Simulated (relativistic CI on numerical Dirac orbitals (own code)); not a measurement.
# Calculated levels, Co X

Method of calculation: Dirac-Coulomb-Breit CI, separate exchange-only KLI orbitals for each configuration, a model potential for QED, unscaled Slater integrals (own radial code, finite nucleus).

Configuration list (outside the closed core [Ne]): 3s2 3p6, 3s2 3p5 3d, 3s 3p6 3d, 3s2 3p5 4s, 3s2 3p5 4p, 3s2 3p5 4d, 3s 3p6 4s, 3s2 3p5 4f, 3s 3p6 4p, 3s2 3p5 5s, 3s2 3p5 5p, 3s 3p6 4d, 3s2 3p5 5d, 3p6 3d 4p, 3s2 3p5 5f, 3s2 3p5 5g, 3s 3p6 4f, 3s2 3p5 6s, 3s2 3p5 6p, 3s2 3p5 6d, 3s 3p6 5s, 3s 3p6 5p, 3s 3p6 5d, 3p6 3d2, 3p5 3d3, 3p5 3d2 4s, 3p5 3d2 4p, 3p5 3d2 4d, 3p6 3d 4s, 3p5 3d 4s2, 3p5 3d 4s 4p, 3p5 3d 4s 4d. Double excitations out of closed p, d and f shells are left out; levels of such configurations are missing from the list, as are those of other unlisted configurations, and high levels can miss mixing partners. These lack a partner that the ground configuration has and come out too high: 3s2 3p5 4f, 3s2 3p5 5s, 3s2 3p5 5p, 3s2 3p5 5d, 3s2 3p5 5f.

| No. | Configuration | Term | J | E (cm⁻¹) | % | Next component (%) | Lifetime (s) |
| --- | --- | --- | --- | --- | --- | --- | --- |
| 1 | 3s2 3p6 | 1S | 0 | 0 | 100 |  |  |
| 2 | 3s2 3p5 3d | 3P° | 0 | 431771 | 100 |  |  |
| 3 | 3s2 3p5 3d | 3P° | 1 | 434956 | 99 | 1 3D° | 5.16e-08 |
| 4 | 3s2 3p5 3d | 3P° | 2 | 441630 | 97 | 2 3D° | 9.64e-03 |
| 5 | 3s2 3p5 3d | 3F° | 4 | 453341 | 100 |  |  |
| 6 | 3s2 3p5 3d | 3F° | 3 | 457587 | 94 | 4 1F° | 4.95e-01 |
| 7 | 3s2 3p5 3d | 3F° | 2 | 463300 | 93 | 4 1D° | 1.15e-01 |
| 8 | 3s2 3p5 3d | 3D° | 3 | 489993 | 67 | 33 1F° | 1.95e-02 |
| 9 | 3s2 3p5 3d | 1D° | 2 | 493176 | 55 | 38 3D° | 6.77e-03 |
| 10 | 3s2 3p5 3d | 3D° | 1 | 496451 | 99 | 1 3P° | 2.53e-09 |
| 11 | 3s2 3p5 3d | 3D° | 2 | 499916 | 57 | 41 1D° | 5.19e-03 |
| 12 | 3s2 3p5 3d | 1F° | 3 | 502574 | 63 | 31 3D° | 3.85e-03 |
| 13 | 3s2 3p5 3d | 1P° | 1 | 654343 | 100 |  | 2.75e-12 |
| 14 | 3s 3p6 3d | 3D | 1 | 844796 | 100 |  | 1.89e-11 |
| 15 | 3s 3p6 3d | 3D | 2 | 845771 | 100 |  | 1.88e-11 |
| 16 | 3s 3p6 3d | 3D | 3 | 847353 | 100 |  | 1.88e-11 |
| 17 | 3s 3p6 3d | 1D | 2 | 896825 | 100 |  | 1.83e-11 |
| 18 | 3s2 3p5 4s | 3P° | 2 | 1097206 | 99 |  | 1.66e-07 |
| 19 | 3s2 3p5 4s | 3P° | 1 | 1103372 | 65 | 35 1P° | 2.77e-11 |
| 20 | 3s2 3p5 4s | 3P° | 0 | 1116447 | 99 |  | 2.02e-07 |
| 21 | 3s2 3p5 4s | 1P° | 1 | 1122537 | 65 | 34 3P° | 1.53e-11 |
| 22 | 3s2 3p5 4p | 3S | 1 | 1187231 | 92 | 5 3P | 2.69e-11 |
| 23 | 3s2 3p5 4p | 3D | 2 | 1205887 | 66 | 28 1D | 2.50e-11 |
| 24 | 3s2 3p5 4p | 3D | 3 | 1207441 | 100 |  | 2.58e-11 |
| 25 | 3s2 3p5 4p | 3D | 1 | 1213055 | 53 | 27 1P | 2.57e-11 |
| 26 | 3s2 3p5 4p | 3P | 2 | 1218004 | 60 | 37 1D | 2.39e-11 |
| 27 | 3s2 3p5 4p | 1P | 1 | 1226093 | 45 | 45 3D | 2.65e-11 |
| 28 | 3s2 3p5 4p | 3P | 0 | 1228074 | 97 | 3 1S | 2.29e-11 |
| 29 | 3s2 3p5 4p | 1D | 2 | 1232380 | 35 | 34 3P | 2.46e-11 |
| 30 | 3s2 3p5 4p | 3P | 1 | 1233960 | 66 | 27 1P | 2.46e-11 |
| 31 | 3s2 3p5 4p | 1S | 0 | 1267183 | 96 | 3 3P | 2.83e-11 |
| 32 | 3s2 3p5 4d | 3P° | 0 | 1362343 | 98 | 2 3s 3p6 4p 3P° | 9.71e-11 |
| 33 | 3s2 3p5 4d | 3P° | 1 | 1364197 | 93 | 3 3D° | 6.19e-11 |
| 34 | 3s2 3p5 4d | 3P° | 2 | 1368633 | 84 | 9 3D° | 1.00e-10 |
| 35 | 3s2 3p5 4d | 3F° | 4 | 1372051 | 100 |  | 1.10e-10 |
| 36 | 3s2 3p5 4d | 3F° | 3 | 1373201 | 61 | 38 1F° | 1.05e-10 |
| 37 | 3s2 3p5 4d | 3F° | 2 | 1378572 | 50 | 30 1D° | 1.01e-10 |
| 38 | 3s2 3p5 4d | 1P° | 1 | 1379667 | 70 | 29 3D° | 4.20e-12 |
| 39 | 3s2 3p5 4d | 3D° | 3 | 1380189 | 54 | 34 1F° | 1.04e-10 |
| 40 | 3s2 3p5 4d | 3F° | 2 | 1394616 | 49 | 34 1D° | 1.00e-10 |
| 41 | 3s2 3p5 4d | 3D° | 3 | 1396207 | 44 | 28 1F° | 1.05e-10 |
| 42 | 3s2 3p5 4d | 3D° | 2 | 1396466 | 54 | 32 1D° | 9.94e-11 |
| 43 | 3s2 3p5 4d | 3D° | 1 | 1398412 | 68 | 27 1P° | 1.03e-11 |
| 44 | 3s2 3p5 4f | 3D | 1 | 1491726 | 99 |  | 2.81e-12 |
| 45 | 3s2 3p5 4f | 3D | 2 | 1493888 | 92 | 4 3F | 2.86e-12 |
| 46 | 3s 3p6 4s | 3S | 1 | 1494914 | 96 | 2 3s2 3p5 4p 3S | 1.37e-11 |
| 47 | 3s2 3p5 4f | 3G | 5 | 1495623 | 100 |  | 3.36e-12 |
| 48 | 3s2 3p5 4f | 3D | 3 | 1497633 | 79 | 12 3F | 2.92e-12 |
| 49 | 3s2 3p5 4f | 3G | 4 | 1497897 | 69 | 29 1G | 3.41e-12 |
| 50 | 3s2 3p5 4f | 3G | 3 | 1503009 | 57 | 24 1F | 3.37e-12 |
| 51 | 3s2 3p5 4f | 3F | 4 | 1504932 | 49 | 42 1G | 3.44e-12 |
| 52 | 3s2 3p5 4f | 1D | 2 | 1509024 | 52 | 47 3F | 3.95e-12 |
| 53 | 3s 3p6 4s | 1S | 0 | 1512900 | 100 |  | 1.80e-11 |
| 54 | 3s2 3p5 4f | 3G | 3 | 1520064 | 43 | 33 1F | 3.37e-12 |
| 55 | 3s2 3p5 4f | 3F | 4 | 1521368 | 49 | 29 1G | 3.41e-12 |
| 56 | 3s2 3p5 4f | 3F | 3 | 1521530 | 46 | 34 1F | 3.25e-12 |
| 57 | 3s2 3p5 4f | 3F | 2 | 1525971 | 49 | 44 1D | 3.78e-12 |
| 58 | 3s2 3p5 5s | 3P° | 2 | 1575428 | 94 | 6 3s 3p6 4p 3P° | 2.29e-11 |
| 59 | 3s2 3p5 5s | 1P° | 1 | 1578357 | 47 | 46 3P° | 1.28e-11 |
| 60 | 3s2 3p5 5s | 3P° | 0 | 1590515 | 61 | 36 3s 3p6 4p 3P° | 1.36e-11 |
| 61 | 3s2 3p5 5s | 1P° | 1 | 1594629 | 47 | 27 3P° | 1.12e-11 |
| 62 | 3s 3p6 4p | 3P° | 1 | 1606221 | 54 | 23 3s2 3p5 5s 3P° | 8.62e-12 |
| 63 | 3s 3p6 4p | 3P° | 0 | 1607118 | 60 | 38 3s2 3p5 5s 3P° | 1.47e-11 |
| 64 | 3s 3p6 4p | 3P° | 2 | 1607975 | 91 | 6 3s2 3p5 5s 3P° | 1.03e-11 |
| 65 | 3s 3p6 4p | 1P° | 1 | 1612579 | 79 | 13 3P° | 6.43e-12 |
| 66 | 3s2 3p5 5p | 3S | 1 | 1622210 | 80 | 17 3P | 3.19e-11 |
| 67 | 3s2 3p5 5p | 3D | 2 | 1625420 | 57 | 36 1D | 2.77e-11 |
| 68 | 3s2 3p5 5p | 3D | 3 | 1626036 | 100 |  | 2.85e-11 |
| 69 | 3s2 3p5 5p | 1P | 1 | 1629100 | 51 | 27 3D | 2.97e-11 |
| 70 | 3s2 3p5 5p | 3P | 2 | 1630602 | 70 | 28 1D | 2.84e-11 |

Energies count from the lowest computed level; ° marks odd parity; lifetimes are radiative, by E1, M1, E2, M2, E3 decay to levels of this space only; some are left blank where a channel outside the calculation adds to the decay or the decay crosses a small, uncertain gap.

The mean weight of the leading LS term, summed over parents, in these 70 levels is 75 %, and that of the leading jj configuration (from the same eigenvectors) 80 %.

At this charge energies of transitions that change n are usually good to better than 1 %, and those within a shell (Δn = 0) to a few per cent.

LS names give the leading component of a level, which can be under half, so a name can repeat, a term be missing and a line seem to break the LS rules.
